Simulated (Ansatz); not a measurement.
Wavefunction ladder for `O=C(O)O[SiH2][SiH3]`

```xyz
12

O    -1.288    0.412    1.011
C    -0.589    1.370    0.781
O    -0.563    2.478    1.516
O     0.253    1.461   -0.227
Si    0.333    0.132   -1.293
Si    0.548   -1.883   -0.121
H    -1.195    2.346    2.233
H    -0.875    0.164   -2.155
H     1.524    0.469   -2.108
H     1.218   -1.619    1.180
H    -0.772   -2.521    0.097
H     1.407   -2.808   -0.913
```

Total charge 0; spin multiplicity 1. The geometry is a stationary point of PBE0-D4/def2-TZVP. It is one conformer, not always the lowest. Frozen core, restricted reference, the Gaussian-basis code of Ansatz. CBS rows extrapolate triple and quadruple zeta; past MP2 they add the triple-zeta difference.

```
     basis     HF (Eh)  MP2 corr.  CCSD corr.       (T)  CCSD(T) total
def2-TZVPP  -844.02299   -1.09599    -1.13700  -0.04505     -845.20504
def2-QZVPP  -844.05300   -1.18183           –         –              –
 CBS(def2)  -844.05713   -1.24542    -1.28642     as TZ     -845.38860
```
